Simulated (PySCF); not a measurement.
A GIAO shielding run with PySCF 2.14 (density fitting, non-relativistic, gas phase) on SMILES O([SiH2][SiH2]N)[SiH]1CCCC1, C₄H₁₅NOSi₃:

```
$ OMP_NUM_THREADS=1 python probes_run.py task.json out

{"job": {"kind": "nmr", "xc": "PBE0", "basis": "pcSseg-1"}, "charge": 0, "multiplicity": 1}
N      5.015538     0.447509     0.148998
Si     3.741936    -0.546277    -0.466189
Si     1.808389     0.538764     0.114000
O      0.642210    -0.470983    -0.421395
Si    -0.904696    -0.899413    -0.647359
C     -1.978670    -0.818764     0.920860
C     -3.258027    -0.119245     0.456450
C     -2.860533     0.993153    -0.511220
C     -1.951739     0.385423    -1.584646
H      5.967163     0.210500    -0.078789
H      4.974454     0.772018     1.101179
H      3.823903    -1.951511    -0.001296
H      4.054671    -0.615255    -1.902508
H      1.545602     1.849573    -0.501281
H      1.555428     0.742277     1.553489
H     -0.784485    -2.212514    -1.278606
H     -2.206628    -1.784448     1.367374
H     -1.489604    -0.219699     1.690712
H     -3.888173    -0.838641    -0.071923
H     -3.831379     0.276359     1.297551
H     -3.742083     1.465887    -0.949750
H     -2.308044     1.758364     0.038815
H     -2.563669    -0.100737    -2.344587
H     -1.373299     1.157424    -2.088856
```

Hardware: 1 thread of an Arm Neoverse V1, shared host. The job also computes population analyses, field gradients, ring-centre shieldings.

**Question.** How large is the calculation?

**Answer.** 96 electrons, 249 basis functions and 1358 auxiliary functions.

**Question.** How long does it take, and how much memory does it need?

**Answer.** 2.5 min of wall time, with 13 SCF cycles and 4 response iterations; peak memory 1.1 GiB. Times on a shared host scatter by some tens of per cent.
